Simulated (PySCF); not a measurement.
Ligand exchange on a metal centre used in film growth or etching (Cd OH-Br). Isolated molecules, 0 K electronic values unless said otherwise. One relaxed conformer stands for each flexible species; it need not be the lowest.

All values below come from PySCF with PBE-D3(BJ)/def2-TZVP // r2SCAN-D4/def2-SVP. All candidates: neutral, multiplicity 1. 

```yaml
HOMO: -6.69 eV
HOMO–LUMO gap: 3.91 eV
LUMO: -2.78 eV
```

Task: Which member has these values?
A. [Cd(OH)2]
B. [Cd(OH)(Br)]
C. [Cd(Br)2]

Result: B, [Cd(OH)(Br)]. The others give [Cd(Br)2]: -7.15 eV, 3.99 eV, -3.16 eV; [Cd(OH)2]: -6.44 eV, 4.09 eV, -2.35 eV
